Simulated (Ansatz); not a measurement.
The inner images of a band of BCl2H + H3P (8 atoms, charge 0, multiplicity 1) are given out of order.

Level of theory: RKS B3LYP-D4/6-31G* (Ansatz 0.2.0).

Image 0:

```xyz
8
Properties=species:S:1:pos:R:3
B -0.010 0.514 -0.120
H 0.037 0.823 1.023
Cl 1.477 0.304 -1.019
Cl -1.566 0.296 -0.891
P 0.141 -3.084 1.180
H -0.471 -2.780 -0.069
H 1.437 -2.696 0.736
H -0.147 -1.801 1.733
```

Image 8:

```xyz
8
Properties=species:S:1:pos:R:3
B 0.091 -0.825 -0.580
H -0.041 0.896 2.494
Cl 1.506 0.216 -0.715
Cl -1.454 -0.250 -1.200
P 0.182 -2.463 0.408
H -0.635 -3.260 -0.433
H 1.436 -2.925 -0.066
H -0.189 0.188 2.663
```

Q: Put them in order from the first end to the last, with their energies above the first end.
A.
```xyz
8
Properties=species:S:1:pos:R:3
B 0.031 -0.763 -0.462
H 0.066 0.690 2.167
Cl 1.476 0.218 -0.677
Cl -1.522 -0.117 -0.988
P 0.063 -2.438 0.477
H -0.514 -3.217 -0.560
H 1.411 -2.798 0.229
H -0.113 0.003 2.386
```
B.
```xyz
8
Properties=species:S:1:pos:R:3
B -0.029 0.220 0.058
H 0.069 0.627 1.166
Cl 1.423 0.045 -0.918
Cl -1.635 0.049 -0.647
P 0.005 -2.730 1.072
H -0.301 -2.619 -0.313
H 1.407 -2.694 0.842
H -0.042 -1.320 1.312
```
C.
```xyz
8
Properties=species:S:1:pos:R:3
B -0.018 -0.074 0.150
H 0.064 0.495 1.195
Cl 1.455 -0.016 -0.855
Cl -1.657 -0.052 -0.574
P -0.038 -2.524 0.988
H -0.296 -2.613 -0.412
H 1.366 -2.609 0.811
H 0.021 -1.029 1.268
```
D.
```xyz
8
Properties=species:S:1:pos:R:3
B -0.012 -0.359 0.155
H 0.067 0.356 1.232
Cl 1.465 0.016 -0.803
Cl -1.664 -0.032 -0.511
P -0.059 -2.438 0.861
H -0.304 -2.696 -0.511
H 1.349 -2.606 0.759
H 0.056 -0.664 1.391
```
E.
```xyz
8
Properties=species:S:1:pos:R:3
B -0.025 -0.721 -0.335
H 0.095 0.551 1.892
Cl 1.453 0.142 -0.750
Cl -1.578 0.013 -0.735
P -0.058 -2.443 0.550
H -0.324 -3.118 -0.674
H 1.341 -2.689 0.536
H -0.007 -0.157 2.089
```
F.
```xyz
8
Properties=species:S:1:pos:R:3
B -0.026 0.409 -0.043
H 0.085 0.741 1.089
Cl 1.413 0.175 -1.014
Cl -1.625 0.218 -0.737
P 0.053 -2.933 1.133
H -0.320 -2.706 -0.221
H 1.440 -2.760 0.867
H -0.124 -1.567 1.498
```
G.
```xyz
8
Properties=species:S:1:pos:R:3
B -0.034 -0.631 -0.090
H 0.079 0.403 1.549
Cl 1.444 0.087 -0.765
Cl -1.618 0.026 -0.559
P -0.075 -2.432 0.691
H -0.288 -2.900 -0.627
H 1.334 -2.639 0.686
H 0.054 -0.337 1.687
```

A: F (+2.1 kJ/mol), B (+17.8 kJ/mol), C (+77.4 kJ/mol), D (+161.6 kJ/mol), G (+84.0 kJ/mol), E (+30.1 kJ/mol), A (+14.1 kJ/mol).

Run time: 6.6 min on 2 threads of Arm Neoverse V2, on a shared host, peak memory 0.17 GiB.
